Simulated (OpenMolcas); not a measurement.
# N, P, As, Sb, Bi: ns2 np3 down the group

```yaml
Program: OpenMolcas 26.06
Method: CASSCF
Basis: ANO-RCC-VQZP
Scalar_Hamiltonian: DKH2, point nucleus
Spin-orbit_coupling: RASSI with atomic mean-field integrals over the reference wave functions, term energies averaged over their components
```

Active space for each ion: 3 electrons in 3 orbitals (p).

Computed levels in cm-1 above 4S* 3/2:

```
                                Level      N      P     As     Sb     Bi
                              2D* 3/2  23011  15351  14502  12480  12204
                              2D* 5/2  23011  15357  14688  13419  16498
                              2P* 1/2  37994  25381  24234  21952  24704
                              2P* 3/2  37994  25389  24481  23253  32941
weight of 4S* in the lowest level (%)    100    100    100     98     78
```

Mixed levels, with the weight of the term that names them: Bi 2D* 3/2 (71 %), Bi 2P* 3/2 (70 %).

Measured, with the error of the calculation in %. Measured levels: N, P, As, Sb, Bi from NIST Handbook of Basic Atomic Spectroscopic Data.

```json
{"Level": "2D* 3/2", "N": "19233 (+19.6)", "P": "11361 (+35.1)", "As": "10593 (+36.9)", "Sb": "8512 (+46.6)", "Bi": "11419 (+6.9)"}
{"Level": "2D* 5/2", "N": "19224 (+19.7)", "P": "11377 (+35.0)", "As": "10915 (+34.6)", "Sb": "9854 (+36.2)", "Bi": "15438 (+6.9)"}
{"Level": "2P* 1/2", "N": "28839 (+31.7)", "P": "18723 (+35.6)", "As": "18186 (+33.3)", "Sb": "16395 (+33.9)", "Bi": "21661 (+14.0)"}
{"Level": "2P* 3/2", "N": "28839 (+31.7)", "P": "18748 (+35.4)", "As": "18648 (+31.3)", "Sb": "18464 (+25.9)", "Bi": "33165 (-0.7)"}
```

Without spin-orbit coupling 2D* lies 23011, 15355, 14626, 13057, 12555 cm-1 above 4S* in that order; the difference to the level 2D* 3/2, of either sign, comes from spin-orbit coupling, which also lowers the zero.

With the s shell closed, the reference lacks s² → p² mixing. Without dynamic correlation excited terms often stand tens of per cent too high (terms of higher spin than the ground term too low), and those without a measured partner can miss by more than the paired ones (holds for N; P; As). Computed and measured levels are paired by configuration, term and J; levels that our copy of the source lacks, or whose pairing is in doubt (as where it misses far off the trend of its configuration), stay unpaired and out of the deviations. Levels of configurations outside the active space are missing.

* marks odd parity.
